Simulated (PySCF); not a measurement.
Nb: excitation energy

Nb [Kr] 4d4 5s1 (6D) → Nb [Kr] 4d3 5s2 (4F), as a difference of total energies. Calculation: PySCF 2.14, in aug-cc-pVDZ-PP with ECP28MDF; a scalar-relativistic core potential. Correlated levels: valence: 4s2 4p6 frozen. The calculations carry no spin-orbit coupling.

```tsv
method	excitation energy (eV)	error (eV)
UHF	0.761	+0.577
MP2 (valence)	0.363	+0.179
SCS-MP2 (valence)	-0.222	-0.406
CCSD (valence)	0.220	+0.036
CCSD(T) (valence)	0.154	-0.030
```

Reference: 0.184 eV (measured; NIST levels, between the centres of gravity of the two terms).

Errors of the correlated levels include the incompleteness of this basis and the frozen core.
